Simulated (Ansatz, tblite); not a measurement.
Cost and result up the ladder for YCl₃ (4 atoms). Charge 0, multiplicity 1. Geometry: PBE-D4/def2-SVP.

```tsv
atom	x (Å)	y (Å)	z (Å)
Y1	0.0022	-0.0006	-0.0014
Cl2	-0.3503	-2.3787	0.4408
Cl3	-0.9787	1.0317	-1.9881
Cl4	1.3268	1.3476	1.5487
```

Ansatz on 4 threads of Arm Neoverse V1 on a shared host; xTB runs through tblite on one thread. Times are rough, summed over both states, and most runs start from the orbitals of an earlier one. PBE0-D4/def2-TZVP serves as the yardstick here, not as an exact answer. The other state is a triplet.

In the def2 sets Y takes a core potential; there is no spin–orbit coupling. The xTB rows come from tblite. HOMO above LUMO, or a gap near zero within one spin, warns that the state may not be the lowest or that an electron is smeared out.

xTB has no spin-polarisation term.

| level | functions | wall time | vertical triplet (eV) | difference from PBE0-D4/def2-TZVP (eV) | remarks |
| --- | --- | --- | --- | --- | --- |
| GFN2-xTB | 36 | 0.011 s | 1.53 | -3.35 | – |
| GFN1-xTB | 36 | 0.027 s | 3.59 | -1.30 | – |
| PBE-D4/def2-TZVP | 151 | 8.7 s | 4.32 | -0.56 | gap within one spin near zero (triplet) |
| PBE0-D4/def2-TZVP (with forces) | 151 | 16 s | 4.88 | 0.00 | – |
| r2SCAN-D4/def2-TZVP | 151 | 24 s | 4.54 | -0.35 | – |
